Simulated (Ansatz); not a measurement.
Isolated molecules relaxed with PBE0-D4/def2-TZVP in Ansatz; ΔE leaves out vibrations. CCSD(T)/CBS adds triple-zeta CCSD(T) − MP2 to the extrapolated MP2 energy (def2 sets, frozen cores). This one scheme is used for every species. DFT in def2-TZVPP. B3LYP here is the variant with VWN-RPA as its local correlation; programs differ in this. One conformer a species, not always the lowest.

Consider the substitution at a C–O bond: `CBOCN` + `BS` → `BSCN` + `CBO`.

`CBOCN`:

```xyz
13

C    -1.561   -1.142   -1.371
B    -0.459   -0.163   -0.860
O     0.334   -0.527    0.172
C     1.279    0.378    0.712
N     0.682    1.141    1.769
H    -1.583   -2.091   -0.831
H    -1.431   -1.345   -2.440
H    -2.545   -0.668   -1.283
H    -0.277    0.915   -1.372
H     1.617    1.072   -0.064
H     2.126   -0.243    1.026
H     0.677    0.643    2.648
H     1.142    2.030    1.895
```

`BS`:

```xyz
5

B    -0.056   -0.447   -0.365
S    -0.446    1.163    0.244
H    -0.665   -0.799   -1.327
H     0.766   -1.128    0.161
H     0.401    1.210    1.287
```

`BSCN`:

Z-matrix (Å, degrees):
```
C
S 1 1.823
N 1 1.441 2 111.2
H 1 1.098 2 104.5 3 -125.3
H 1 1.090 2 107.9 3 119.8
B 2 1.757 1 103.7 3 -70.5
H 3 1.013 1 110.6 2 174.3
H 3 1.012 1 111.1 2 -65.6
H 6 1.193 2 116.3 1 178.6
H 6 1.192 2 120.7 1 -2.5
```

`CBO`:

Z-matrix (Å, degrees):
```
C
B 1 1.559
H 1 1.096 2 110.2
H 1 1.092 2 113.4 3 122.1
H 1 1.096 2 110.2 3 -115.8
O 2 1.357 1 119.4 3 -122.1
H 2 1.207 1 121.8 3 57.8
H 6 0.960 2 113.1 1 180.0
```

| level | ΔE (kJ/mol) | difference from CCSD(T)/CBS |
| --- | --- | --- |
| PBE-D4 | -23.9 | -1.2 |
| r2SCAN-D4 | -20.8 | 1.9 |
| PBE0-D4 | -22.5 | 0.2 |
| B3LYP-D4 | -18.3 | 4.4 |
| ωB97X-V | -17.0 | 5.7 |
| ωB97M-V | -19.6 | 3.1 |
| B2PLYP | -18.1 | 4.6 |
| PBE | -22.2 | 0.5 |
| r2SCAN | -20.7 | 2.0 |
| PBE0 | -21.2 | 1.5 |
| B3LYP | -15.2 | 7.5 |
| HF/def2-TZVPP | -7.0 | 15.7 |
| MP2/def2-TZVPP | -25.4 | -2.7 |
| SCS-MP2/def2-TZVPP | -20.5 | 2.2 |
| CCSD/def2-TZVPP | -16.1 | 6.6 |
| CCSD(T)/def2-TZVPP | -18.1 | 4.6 |
| HF/def2-QZVPP | -7.0 | 15.7 |
| MP2/def2-QZVPP | -28.0 | -5.3 |
| SCS-MP2/def2-QZVPP | -23.2 | -0.5 |
| HF/CBS(def2) | -7.0 | 15.7 |
| MP2/CBS(def2) | -29.9 | -7.2 |
| CCSD/CBS(def2) | -20.7 | 2.0 |
| CCSD(T)/CBS | -22.7 | 0 |

Largest T1 diagnostic among the species: 0.015.

In def2-TZVPP, CCSD(T) changes the Hartree–Fock value by −11.1 kJ/mol (the triples alone add −2.0 kJ/mol) and MP2 by −18.4 kJ/mol. The D4 term adds −3.0 kJ/mol with B3LYP and −1.4 kJ/mol with PBE0; it sums over pairs of atoms, weighted by their polarisabilities, and B3LYP, whose exchange is more repulsive, gets the larger term.
